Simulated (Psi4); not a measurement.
C2H6N (SMILES C[CH]N), doublet, at a GFN2-xTB geometry; PBE0/3-21G (Psi4 1.11).

The Psi4 input:
```
memory 2 GB

molecule {
0 2
  C    -1.24102663    0.21832096    0.05808953
  C     0.04187806   -0.52789987    0.05079988
  N     1.22703780    0.19702767   -0.12900707
  H    -2.03841948   -0.41392474    0.44464473
  H    -1.16376074    1.10673607    0.68627095
  H    -1.54178267    0.55252764   -0.94477418
  H     0.06280098   -1.52863019   -0.34799316
  H     1.22149345    1.09300043    0.34134908
  H     2.06529520   -0.33142950    0.07021572
no_reorient
}

set basis 3-21g
set reference uks

energy('pbe0')
print_variables()
```

### Question
Predict the main parts of the log of this Psi4 run.

### Answer

```
   => Loading Basis Set <=

    Name: 3-21G
    Role: ORBITAL
    Keyword: BASIS

         ---------------------------------------------------------
                                   SCF
               by Justin Turney, Rob Parrish, Andy Simmonett
                          and Daniel G. A. Smith
                              UKS Reference
         ---------------------------------------------------------

  ==> Geometry <==

    Molecular point group: c1
    Full point group: C1

    Geometry (in Angstrom), charge = 0, multiplicity = 2:

       Center              X                  Y                   Z               Mass
    ------------   -----------------  -----------------  -----------------  -----------------
         C           -1.272518871587     0.229079901012     0.063723022364    12.000000000000
         C            0.010385818413    -0.517140928988     0.056433372364    12.000000000000
         N            1.195545558413     0.207786611012    -0.123373577636    14.003074004430
         H           -2.069911721587    -0.403165798988     0.450278222364     1.007825032230
         H           -1.195252981587     1.117495011012     0.691904442364     1.007825032230
         H           -1.573274911587     0.563286581012    -0.939140687636     1.007825032230
         H            0.031308738413    -1.517871248988    -0.342359667636     1.007825032230
         H            1.190001208413     1.103759371012     0.346982572364     1.007825032230
         H            2.033802958413    -0.320670558988     0.075849212364     1.007825032230

  Running in c1 symmetry.

  Rotational constants: A =      1.42929  B =      0.30418  C =      0.26631 [cm^-1]
  Rotational constants: A =  42849.05777  B =   9119.22065  C =   7983.69946 [MHz]
  Nuclear repulsion =   76.513184394545661

  Charge       = 0
  Multiplicity = 2
  Electrons    = 25
  Nalpha       = 13
  Nbeta        = 12

  ==> Algorithm <==

  SCF Algorithm Type is DF.
  DIIS enabled.
  MOM disabled.
  Fractional occupation disabled.
  Guess Type is SAD.
  Energy threshold   = 1.00e-06
  Density threshold  = 1.00e-06
  Integral threshold = 1.00e-12

  ==> Primary Basis <==

  Basis Set: 3-21G
    Blend: 3-21G
    Number of shells: 27
    Number of basis functions: 39
    Number of Cartesian functions: 39
    Spherical Harmonics?: false
    Max angular momentum: 1

  ==> DFT Potential <==

   => LibXC <=

    Version 7.1.2
[...]
      Ntotal   =   25.0000274680 ; deviation = 2.747e-05

   @Spin Contamination Metric:   2.929685319E-03
   @S^2 Expected:                7.500000000E-01
   @S^2 Observed:                7.529296853E-01
   @S   Expected:                5.000000000E-01
   @S   Observed:                5.000000000E-01

    Orbital Energies [Eh]
    ---------------------

    Alpha Occupied:

[...]
      13A     -0.129527

    Alpha Virtual:

[...]
    Beta Occupied:

[...]
    Beta Virtual:

[...]
    Final Occupation by Irrep:
              A
    DOCC [    12 ]
    SOCC [     1 ]
    NA   [    13 ]
    NB   [    12 ]

  @DF-UKS Final Energy:  -133.61199009830932

   => Energetics <=

    Nuclear Repulsion Energy =             76.5131843945456609
    One-Electron Energy =                -330.7569396309791045
    Two-Electron Energy =                 135.6545724765427963
    DFT Exchange-Correlation Energy =     -15.0228073384186569
    Empirical Dispersion Energy =           0.0000000000000000
    VV10 Nonlocal Energy =                  0.0000000000000000
    Total Energy =                       -133.6119900983093203

  UHF NO Occupations:
  HONO-2 :   11  A 1.9996631
  HONO-1 :   12  A 1.9992928
  HONO-0 :   13  A 1.0000000
  LUNO+0 :   14  A 0.0007072
  LUNO+1 :   15  A 0.0003369
  LUNO+2 :   16  A 0.0001862
  LUNO+3 :   17  A 0.0001307

Computation Completed

Properties will be evaluated at   0.000000,   0.000000,   0.000000 [a0]

Properties computed using the SCF density matrix

 Multipole Moments:

 ------------------------------------------------------------------------------------
     Multipole            Electronic (a.u.)      Nuclear  (a.u.)        Total (a.u.)
 ------------------------------------------------------------------------------------

 L = 1.  Multiply by 2.5417464519 to convert [e a0] to [Debye]
 Dipole X            :          1.8003698           -1.4877929            0.3125769
 Dipole Y            :         -0.3854490            0.5082862            0.1228372
 Dipole Z            :          0.0464096            0.2661442            0.3125537
 Magnitude           :                                                    0.4587844

 ------------------------------------------------------------------------------------

  Variable Map:
  ----------------------------------------------------------------------------
[...]
  Array Variable Map:
  ----------------------------------------------------------------------------
[...]
[...]
```
